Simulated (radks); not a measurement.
These are the eigenvalues of the occupied orbitals of an atom or ion with whole-number occupations (eV). Method: Dirac Kohn-Sham, PBE, spin-unpolarised, spherical densities, point nucleus; computed with a radial shooting solver on a logarithmic mesh with Libxc functionals.

orbital  eigenvalue
1s1/2     -45672.99
2s1/2     -8001.546
2p1/2     -7614.581
2p3/2     -7053.939
3s1/2     -2261.745
3p1/2     -2096.967
3p3/2     -1982.326
3d3/2     -1698.637
3d5/2     -1673.600
4s1/2     -916.4495
4p1/2     -850.5446
4p3/2     -819.5088
4d3/2     -710.1875
4d5/2     -703.8006

Which element is it, and in what charge state? The configuration may be excited. Open shells, if any, are shared by 2j + 1.

Answer. Z = 61, promethium, charge +23: Pm23+ in [Kr] 4d2. The list shows which subshells hold electrons but not how many an open one holds; the 1s level, -1678.5 hartree, gives Z - s = 57.9 by -(Z - s)^2/2, which with screening and relativity narrows Z to a few neighbours, and the depths of the outer levels then fix element, charge and occupations together.
